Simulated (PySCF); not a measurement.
C4H7NO2.
Bonds: C1–N2, N2–C3, N2–C4, C4–O5 (double), C4–C6, C6–O7 (double). Hydrogens: H8, H9, H10 on C1; H11, H12, H13 on C3; H14 on C6.

Computed with PBE0-D3(BJ)/def2-SVP geometry optimisation, gas phase (PySCF 2.14.0).

Question: List the bond lengths, angles and torsions at this level.

Answer: 
```tsv
bond	length (Å)	order
C1–N2, N2–C3	1.445	single
N2–C4	1.355	single
C4=O5	1.221	double
C4–C6	1.535	single
C6=O7	1.200	double
C1–H8 and 3 like bonds	1.103	single
C1–H10, C3–H13	1.094	single
C6–H14	1.117	single
```

Bonds in one row agree within 0.01 Å and their mean is given. Orders are formal, as drawn. A selection of angles:
```tsv
angle	degrees
N2–C1–H8	110.4
N2–C1–H9	110.5
H8–C1–H9	108.2
H8–C1–H10	109.5
C1–N2–C3	115.7
C1–N2–C4	118.1
C3–N2–C4	126.2
N2–C4–O5	124.1
N2–C4–C6	121.8
O5–C4–C6	114.1
C4–C6–O7	129.6
C4–C6–H14	107.8
O7–C6–H14	122.6
```

Torsions: C1–N2–C4–O5 0° (synperiplanar); N2–C4–C6–O7 -2° (synperiplanar). The mirror-image conformer, all signs reversed, is as good.

The 2 C–O bonds span 1.200 Å (C6=O7, drawn double) to 1.221 Å (C4=O5, drawn double), a spread of 0.021 Å. Of the pairs four or more bonds apart, O7···H13 is among the closest relative to their van der Waals radii: 2.07 Å, 76 % of the sum of Bondi's values. The 7 heavy atoms lie in one plane (0.008 Å rms). N2 (amide nitrogen) is planar (angles 126.2°, 118.1° and 115.7°, sum 360.0°, 0.00 Å off the plane of its three neighbours). The 3 C–N bonds span 1.355 Å (N2–C4, drawn single) to 1.445 Å (N2–C3, drawn single), a spread of 0.090 Å.

Point group: near Cs, missed by 0.08 Å at most; the miss may be what the optimiser left on a soft mode. No frequency check. The numbers are those of one conformer.
